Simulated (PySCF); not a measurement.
## Working out the ionisation energy of Kr

Kr [Kr] (1S) → Kr⁺ [Ar] 3d10 4s2 4p5 (2P). All numbers are calculated (PySCF 2.14, scalar relativity by spin-free X2C-1e, in x2c-QZVPPall with one added diffuse shell each of s, p, d, f type (12s9p6d5f1g, 113 functions)). Frozen: [Ne]. Energies in hartree (1 hartree = 27.21139 eV):

```
             part    Kr (lower)   Kr⁺ (upper)
              UHF  -2788.272781  -2787.793842
MP2 opposite-spin     -0.639387     -0.610478
    MP2 same-spin     -0.321954     -0.307804
```

Problem. What does Hartree-Fock give?

Solution. (-2787.793842) − (-2788.272781) = 0.478939 hartree = 13.033 eV.

Problem. What do MP2 and SCS-MP2 (6/5 opposite-spin, 1/3 same-spin) give?

Solution. The opposite-spin parts differ by 0.787 eV and the same-spin parts by 0.385 eV. MP2: 13.033 + (0.787) + (0.385) = 14.205 eV. SCS-MP2: 13.033 + 1.2 × (0.787) + (0.385)/3 = 14.106 eV.

Measured between the centres of the two terms (NIST): 14.222 eV, so MP2 (valence and next inner shell) is off by -0.017 eV.

What remains against the reference includes basis incompleteness, the frozen core and correlation beyond second order.
